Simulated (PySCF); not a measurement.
PySCF 2.14 output of a UHF calculation on a single atom or ion in dyall-acv3z (15s9p4d2f, 76 functions), with the spin-free X2C one-electron Hamiltonian (Gaussian nucleus):

```
SCF conv_tol = 1e-09
number electrons alpha = 2  beta = 1
cycle= 1 E= -14.1333189380903  delta_E= -3.75e-05  |g|= 0.00144  |ddm|= 0.00247
cycle= 2 E= -14.1333192612023  delta_E= -3.23e-07  |g|= 0.000143  |ddm|= 0.000254
cycle= 3 E= -14.1333192666632  delta_E= -5.46e-09  |g|= 1.38e-05  |ddm|= 5.64e-05
cycle= 4 E= -14.133319267011  delta_E= -3.48e-10  |g|= 2.67e-06  |ddm|= 2.45e-05
converged SCF energy = -14.133319267011  <S^2> = 0.75003738  2S+1 = 2.0000374
```

The run itself started from symmetry-adapted Hartree-Fock orbitals and held the occupation by maximum overlap, so the iterations belong to that start.

**Question.** Which element, charge and spin multiplicity is this?

**Answer.** Be⁺ (beryllium, charge +1), multiplicity 2; the state was [He] 2p1, 2P determinant (an excited configuration).
